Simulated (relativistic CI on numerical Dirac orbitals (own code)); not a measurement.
# Spin-allowed bands of a d7 ion in an octahedral site, by hand

Problem. Take Δ = 7790 cm⁻¹ and B = 410 cm⁻¹ for a high-spin d7 ion in an octahedral site. Calculate the three spin-allowed bands.

Working.
1. The terms of highest spin are 4F (energy 0) and 4P (15B = 6150 cm⁻¹). Here the F term splits into A2 at +1.2Δ = 9348, T2 at +0.2Δ = 1558 and T1 at −0.6Δ = -4674 cm⁻¹.
2. The two T1 states mix through the element 0.4Δ: H = [[-4674, 3116], [3116, 6150]], with roots ½(H₁₁ + H₂₂) ∓ ½√[(H₂₂ − H₁₁)² + 4H₁₂²] = ½(1476) ∓ ½(12490) = -5507 and 6983 cm⁻¹.
3. The ground term is 4T1 at -5507 cm⁻¹.
4. Bands: 4T2 7065 cm⁻¹ (1415 nm), 4T1(P) 12490 cm⁻¹ (801 nm), 4A2 14855 cm⁻¹ (673 nm).

Check. Exact diagonalisation of the whole d7 shell with these parameters gives 4T2 7065, 4T1 12490, 4A2 14855 cm⁻¹. The match is exact, since without spin-orbit coupling no other term has this spin. The ratio of the second band to the first, 1.768, depends on Δ/B = 19.0 alone, which is how a Tanabe-Sugano diagram is read.
